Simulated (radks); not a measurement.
The numbers below are computed, except where a source is named.
Initial-state core-level shifts of neutral strontium when its valence configuration changes from [Kr] 5s2. Code: a radial shooting solver on a logarithmic mesh with Libxc functionals. Model: scalar-relativistic Kohn-Sham, SCAN, spin-unpolarised, spherical densities, finite nucleus; meta-GGA in the generalised Kohn-Sham scheme; Fermi nuclear charge, rms radius 4.224 fm. Shifts are changes of the shell-averaged eigenvalues in eV (positive: less bound); the change of the density at the nucleus, which sets a Mossbauer isomer shift, is in e/bohr^3, on a base of 6.194e+04.

valence,1s,2p,3s,3d,density at nucleus
4d2,+0.932,+1.127,+1.134,+1.156,-11.367
4d1 5s1,+0.779,+0.892,+0.893,+0.905,-6.336
5s1.5 5p0.5,-0.708,-0.707,-0.706,-0.706,-2.543
5s1 5p1,-1.382,-1.379,-1.378,-1.377,-4.861
4d0.5 5s1.5,+0.507,+0.570,+0.569,+0.576,-3.435
5p2,-2.642,-2.637,-2.636,-2.633,-9.991
5s0.5 5p1.5,-2.021,-2.017,-2.016,-2.014,-7.417
4d0.5 5s1 5p0.5,-0.121,-0.054,-0.055,-0.048,-5.888
4d1 5p1,-0.277,-0.145,-0.147,-0.131,-11.008
